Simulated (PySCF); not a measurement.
B2F3, SMILES F[B]B(F)F (connectivity only; charge and spin as stated), charge +1, multiplicity 1.

Geometry optimised at PBE0-D3(BJ)/def2-SVP. The multiplicity is an assumed one; other spin states were not compared. The isomer is the one that the SMILES or the coordinates give; other isomers of the formula were not compared. The values are those of a single conformer.

The numbers are results of r2SCAN/def2-TZVPD (PySCF), not measurements.

Gas-phase values at a fixed geometry.

Question: Estimate the frontier levels, gap, dipole moment and polarisability. (The exact figures need the calculation; the answer reports its results.)

Answer: 
```
Property                                                           Value
------------------------------------------------  ----------------------
highest occupied level                                         -16.68 eV
lowest empty level                                             -10.58 eV
orbital gap                                                      6.10 eV
dipole moment about the centre of nuclear charge                  3.43 D
mean static polarisability                          23.7 bohr³ (3.51 Å³)
polarisability, principal values                  18.2, 23.6, 29.2 bohr³
```
